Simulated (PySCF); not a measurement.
## Fractional electron number in B⁺ (boron, charge +1)

The 2s beta orbital of [He] 2s2 is emptied in steps (occupation f), with all orbitals relaxed, ending at [He] 2s1. Computed with PySCF 2.14 in jorge-DZP-DKH (4s2p1d, 15 functions), with scalar relativity by spin-free X2C-1e. The exact energy is a straight line in f; departures are measured from the line between the end points of the same method.

```tsv
f	UHF (eV)	LDA (eV)	LC-wPBE (eV)	BHandHLYP (eV)
1	0.000	0.000	0.000	0.000
0.75	0.061	-0.955	-0.161	-0.490
0.5	0.077	-1.258	-0.209	-0.662
0.25	0.054	-0.922	-0.157	-0.509
0	0.000	0.000	0.000	0.000
```

```json
{"method": "UHF", "E(f=0) − E(f=1) (eV)": "23.437", "−ε at f=1 (eV)": "23.780", "−ε at f=0.5 (eV)": "23.420"}
{"method": "LDA", "E(f=0) − E(f=1) (eV)": "24.537", "−ε at f=1 (eV)": "19.407", "−ε at f=0.5 (eV)": "24.621"}
{"method": "LC-wPBE", "E(f=0) − E(f=1) (eV)": "24.670", "−ε at f=1 (eV)": "23.795", "−ε at f=0.5 (eV)": "24.682"}
{"method": "BHandHLYP", "E(f=0) − E(f=1) (eV)": "24.559", "−ε at f=1 (eV)": "21.968", "−ε at f=0.5 (eV)": "24.510"}
```

Orbital energy along the path (eV):

| f | UHF | LDA | LC-wPBE | BHandHLYP |
| --- | --- | --- | --- | --- |
| 1 | -23.780 | -19.407 | -23.795 | -21.968 |
| 0.75 | -23.585 | -22.025 | -24.258 | -23.233 |
| 0.5 | -23.420 | -24.621 | -24.682 | -24.510 |
| 0.25 | -23.280 | -27.108 | -25.071 | -25.854 |
| 0 | -23.162 | -28.861 | -24.900 | -27.058 |

As f goes to zero the orbital energy of a semilocal functional can turn back, because the density of that orbital vanishes from the exchange-correlation potential.

Reference removal energy between the ground levels: 25.155 eV (measured; NIST Atomic Spectra Database, ionization energies). UHF lacks correlation.
